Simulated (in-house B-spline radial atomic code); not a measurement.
Ionising Ir XLVII (Ir46+) with different functionals

Computed with a radial B-spline atomic code at the basis-set limit: four-component Dirac-Coulomb Hamiltonian, Fermi nucleus of rms radius 5.4032 fm, spin-restricted, spherical fractional occupations for the functionals. The ionisation energy is the difference of two self-consistent energies, [Ar] 3d10 4s2 4p1 → [Ar] 3d10 4s2, without Breit or QED terms; ε is the level of the shell that loses the electron (mean over j). The electron is taken from both j subshells in proportion to 2j + 1, so the result is a j average, not the step between ground levels.

| method | rung | ΔSCF (eV) | -ε(4p) (eV) |
| --- | --- | --- | --- |
| LDA exchange-only | LDA | 2421.4 | 2391.5 |
| PBE | GGA | 2422.9 | 2393.1 |
| BP86 | GGA | 2423.3 | 2393.6 |
| AM05 | GGA | 2422.6 | 2393.0 |

Q: How do they compare with the NIST value?

A: NIST lists 2500 eV ± 4 (tabulated theory, ground level to ground level). Errors run from -78.6 to -76.7 eV. The correlated functionals all miss on the same side by more than they spread, so the cause is common to them (Breit-QED terms, spin polarisation, the choice among j levels, multiplet and fine-structure energies, or a listed next ion that isn't the cheapest removal here) and closeness doesn't rank the functionals.
